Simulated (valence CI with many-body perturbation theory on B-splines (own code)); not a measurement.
Results of a calculation; reference values are marked as such.
**Level structure of Sn XXVIII**

Method: valence CI with perturbative core correlation (CI+MBPT): five valence electrons over a frozen Dirac-Fock core [Ar], radial functions for each j: 7 s, 7 p, 8 d, 6 f, 4 g, 1 h, with the one-electron correlation potential Σ1 (screened to all orders), the two-electron term Σ2, the three-electron term Σ3, Breit, model QED; selected single and double excitations, second order for the rest (own B-spline code, finite nucleus).

No measured spectrum was set against this ion. As an estimate, large intervals hold to a few tenths of a per cent, small ones and those within an open d or f shell to about a per cent. Core correlation moves these levels by up to 12000 cm⁻¹, and in measured spectra 5 to 20 % of such shifts remained as error; rates that hang on mixing are uncertain with them. Only levels of the ground parity were solved; by the run's estimate the other parity begins above the list, which can be wrong where configurations are misplaced.

Levels 1 to 37 of 37, with energies above the lowest level, 3d5 6S_5/2. "Leading %" is the weight of the configuration and term that name the level; weights of strongly mixed levels are sums over their largest components and can fall short. In the jj column 3d3/2^4 stands for four electrons in 3d with j = 3/2.

```
No.  Configuration  Term     J  E (cm⁻¹)  Leading %               Leading jj      g  Second component
  1            3d5    6S   5/2         0         73   3d3/2^3 3d5/2^2 (40 %)  1.861       20 % 3d5 4P
  2            3d5    4G   5/2     85321         25     3d3/2^4 3d5/2 (59 %)  1.082       24 % 3d5 2F
  3            3d5    4G   7/2    126180         55   3d3/2^3 3d5/2^2 (91 %)  1.107       17 % 3d5 2F
  4            3d5    4P   3/2    130250         43   3d3/2^3 3d5/2^2 (89 %)  1.346       42 % 3d5 4D
  5            3d5    4G  11/2    132140         67   3d3/2^3 3d5/2^2 (81 %)  1.193       24 % 3d5 2H
  6            3d5    4G   5/2    141990         38   3d3/2^3 3d5/2^2 (53 %)  1.083       29 % 3d5 4D
  7            3d5    4G   9/2    143120         74   3d3/2^3 3d5/2^2 (64 %)  1.162       12 % 3d5 4F
  8            3d5    4P   1/2    152940         65   3d3/2^3 3d5/2^2 (61 %)  1.895       26 % 3d5 4D
  9            3d5    4D   7/2    178310         51   3d3/2^2 3d5/2^3 (62 %)  1.250       23 % 3d5 4G
 10            3d5    2D   5/2    184910         34   3d3/2^3 3d5/2^2 (52 %)  1.239       25 % 3d5 4D
 11            3d5    2I  11/2    202740         66   3d3/2^2 3d5/2^3 (84 %)  1.021       24 % 3d5 4G
 12            3d5    2F   7/2    204740         38   3d3/2^3 3d5/2^2 (54 %)  1.137       20 % 3d5 2G
 13            3d5    4D   1/2    210090         73   3d3/2^2 3d5/2^3 (88 %)  0.681       22 % 3d5 4P
 14            3d5    4D   3/2    211440         41   3d3/2^2 3d5/2^3 (56 %)  1.092       40 % 3d5 2D
 15            3d5    2G   9/2    218860         47   3d3/2^2 3d5/2^3 (65 %)  1.150       22 % 3d5 4G
 16            3d5    4F   3/2    221570         48   3d3/2^2 3d5/2^3 (78 %)  0.932       34 % 3d5 4P
 17            3d5    2I  13/2    223200        100  3d3/2^2 3d5/2^3 (100 %)  1.073                  
 18            3d5    2F   5/2    236190         34   3d3/2^2 3d5/2^3 (67 %)  1.026       21 % 3d5 4F
 19            3d5    2H   9/2    260320         53   3d3/2^2 3d5/2^3 (99 %)  1.099       45 % 3d5 4F
 20            3d5    4F   5/2    267670         35   3d3/2^2 3d5/2^3 (57 %)  1.093       26 % 3d5 2F
 21            3d5    2G   7/2    271190         60   3d3/2^2 3d5/2^3 (94 %)  0.997       31 % 3d5 2F
 22            3d5    2F   5/2    287890         42   3d3/2^2 3d5/2^3 (54 %)  1.073       19 % 3d5 2D
 23            3d5    2D   3/2    288920         61     3d3/2 3d5/2^4 (44 %)  0.719       33 % 3d5 4F
 24            3d5    2F   7/2    295800         64   3d3/2^2 3d5/2^3 (49 %)  1.083       25 % 3d5 2G
 25            3d5    2S   1/2    309970         76   3d3/2^2 3d5/2^3 (40 %)  1.923       12 % 3d5 4P
 26            3d5    4F   7/2    315950         48     3d3/2 3d5/2^4 (73 %)  1.180       28 % 3d5 2F
 27            3d5    2G   9/2    321960         50     3d3/2 3d5/2^4 (54 %)  1.098       28 % 3d5 2H
 28            3d5    2H  11/2    321970         66     3d3/2 3d5/2^4 (95 %)  1.061       25 % 3d5 2I
 29            3d5    2D   3/2    349140         78     3d3/2 3d5/2^4 (57 %)  0.835       12 % 3d5 4D
 30            3d5    2D   5/2    359030         60     3d3/2 3d5/2^4 (66 %)  1.095       28 % 3d5 2F
 31            3d5    2G   9/2    386490         95   3d3/2^2 3d5/2^3 (57 %)  1.107                  
 32            3d5    2D   5/2    387770         55           3d5/2^5 (44 %)  1.107       28 % 3d5 2F
 33            3d5    2G   7/2    405410         82     3d3/2 3d5/2^4 (73 %)  0.933       16 % 3d5 2F
 34            3d5    2P   3/2    432610         80   3d3/2^2 3d5/2^3 (82 %)  1.223       18 % 3d5 2D
 35            3d5    2P   1/2    467740         87     3d3/2 3d5/2^4 (58 %)  0.821       12 % 3d5 2S
 36            3d5    2D   5/2    500840         92   3d3/2^2 3d5/2^3 (62 %)  1.189                  
 37            3d5    2D   3/2    519810         79     3d3/2 3d5/2^4 (78 %)  0.888       18 % 3d5 2P
```

Names give the largest LS component (configuration and term), which can be under half, so a name can repeat, a term be missing and a line seem to break the LS rules; names also repeat where a configuration has a term twice.

The ionisation energy to 3d4 5D_0 of the next ion comes out as 1507.4 eV (NIST: 1508 ± 4 eV (theoretical)). All 37 levels together are meant to be complete up to 540780 cm⁻¹.
